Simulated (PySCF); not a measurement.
## How the method changes the constants of NaHg⁺

State: ¹Σ⁺ (singlet), closed shell. Set-up: Na def2-SVPD, Hg def2-SVPD with ECP60; scalar-relativistic core potentials (PySCF 2.14). De refers to Na⁺ + Hg in their ground configurations, without counterpoise correction. A positive dipole points towards Hg; it is taken about the centre of mass and depends on that origin.

```tsv
Level	Re (Å)	ωe (cm⁻¹)	De (eV)	μ (D)	CPU s a point (SCF and correlation, without the integrals)
RHF-MP2	3.099	113	0.314	n/a	0.13
RHF-SCS-MP2	3.111	112	0.312	n/a	n/a
RHF-CCSD	3.122	112	0.335	n/a	n/a
RHF-CCSD(T)	3.121	113	0.336	n/a	3
PBE	3.053	115	0.372	-10.53	0.45
BP86	3.105	105	0.305	-10.90	0.32
r²SCAN	3.052	115	0.362	-10.60	0.56
M06-L	3.190	97.7	0.342	-11.26	0.63
PBE0	3.060	114	0.363	-10.52	0.97
M06	3.196	102	0.344	-11.24	0.63
CAM-B3LYP	3.025	118	0.379	-10.32	0.82
```

Which functional lies closest to RHF-CCSD(T) in De, which farthest, and by how much do they differ from it?

Closest is M06-L (+6.9 pm in Re, -13.5 % in ωe, +0.01 eV in De against RHF-CCSD(T) in the same basis), farthest CAM-B3LYP (-9.6 pm in Re, +4.4 % in ωe, +0.04 eV in De). CCSD(T) converges more slowly with the basis than the functionals do and binds too weakly in this one, so the order can change at the basis-set limit.

What does a quarter of exact exchange do here, going from PBE to PBE0?

PBE0 less PBE: +0.7 pm in Re, -0.9 % in ωe, -0.01 eV in De. Exact exchange removes part of the self-interaction that spreads semilocal densities, and in most molecules shortens and stiffens the bond and lowers De; here Re goes the other way.

What does the triples do here, going from RHF-CCSD to RHF-CCSD(T)?

RHF-CCSD(T) less RHF-CCSD: -0.1 pm in Re, +0.9 % in ωe, +0.00 eV in De. Correlation nearly always deepens the well. The bond length hardly moves.

Correlated steps freeze 1 core orbital. Closed-shell solutions of metal pairs were not tested for spin polarisation, which can lower them a little. The bond is weak. Basis-set superposition, not corrected here, can be much of De in a small basis, most of all at correlated wavefunction levels. Spin–orbit coupling is left out. For an ion De counts to the pair picked by the measured ionisation energies or electron affinities, which need not be the lowest pair at this level.

The whole job (state search and all levels along the bond) took about 1.6 min on 1 thread of Oxide Virtual Turin-like (shared host), peak memory 0.62 GiB.
